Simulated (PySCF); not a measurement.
**Relaxation of doublet MoON**

Level of theory: PySCF, UPBE0, basis Mo def2-TZVP with ECP28, O def2-TZVP, N def2-TZVP (scalar-relativistic core potentials, no spin–orbit coupling, density fitting). A (50,194) grid was used.

A hand-made bent start, of Cs symmetry, held to at least that symmetry:

```xyz
3
charge 0 multiplicity 2, angstrom
Mo    0.0200    0.0000   -0.2413
O    -1.4381    0.0000    0.7797
N     1.5027    0.0000    0.7969
```

Problem. What forces act on the atoms at the start (eV/Å)?

Solution. 
```tsv
atom	Fx	Fy	Fz
Mo1	1.35	0.00	4.71
O2	3.14	0.00	-1.88
N3	-4.48	0.00	-2.83
```

Problem. What does it relax to?

Solution. It ends at Cs with Mo–N 1.638 Å, Mo–O 1.692 Å; N–Mo–O 103.9° (after a last refinement on a finer grid). A frequency run shows a minimum. Other isomers or separated fragments may lie lower.

Problem. How much energy is released, and in how many steps?

Solution. 77.3 kJ/mol in 5 steps.

Other spin states or occupations of the open shell can lie lower.

The relaxation took 14 s on 4 threads of a shared Arm Neoverse N1 host, with 102 basis functions and 6 gradients; the process peaked at 0.57 GiB. Launch command: `OMP_NUM_THREADS=4 python axn.py task.json out`.
